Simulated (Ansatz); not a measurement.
Stepwise reaction of `[OH][Ge]([OH])([SH])[SH]` with hydrogen chloride, as a gas-phase model of exchange steps in deposition or etching. ΔE in kJ/mol; ΔG adds harmonic PBE0-D4 terms to CCSD(T)/CBS, at 1 bar.

Isolated molecules relaxed with PBE0-D4/def2-TZVP in Ansatz; ΔE leaves out vibrations. CCSD(T)/CBS adds triple-zeta CCSD(T) − MP2 to the extrapolated MP2 energy (def2 sets, frozen cores). This one scheme is used for every species. Functionals use def2-TZVPP. B3LYP here is the variant with VWN-RPA as its local correlation; programs differ in this. For Ge outer-core shells are correlated without core-valence functions, which leaves a few kJ/mol of doubt a bond. Scalar relativity is left out up to krypton. Each species was taken in one conformer, which may not be the lowest.

| step | reaction | PBE-D4 | B3LYP-D4 | ωB97M-V | CCSD(T)/CBS | ΔG(600 K) |
| --- | --- | --- | --- | --- | --- | --- |
| 1 | `[OH][Ge]([OH])([SH])[SH]` + HCl → `[OH][Ge]([OH])([SH])[Cl]` + H₂S | -17.3 | -20.6 | -21.7 | -18.9 | -34.9 |
| 2 | `[OH][Ge]([OH])([SH])[Cl]` + HCl → `[OH][Ge]([OH])([Cl])[Cl]` + H₂S | -17.4 | -22.8 | -24.8 | -21.4 | -17.3 |

Task: By hand: ΔE of the 2 steps together at CCSD(T)/CBS.

Result: (-18.9) + (-21.4) = -40.3 kJ/mol, or -20.1 kJ/mol a step.

In ΔE the steps differ by no more than 2.5 kJ/mol. All are downhill at CCSD(T)/CBS. ΔG lies between -34.9 and -17.3 kJ/mol a step. PBE-D4 differs from CCSD(T)/CBS by 1.6 to 4.0 kJ/mol a step. Only this route is followed, and other bonds may react first. Isolated molecules leave out the surface, adducts and barriers. Largest T1 diagnostic: 0.012.
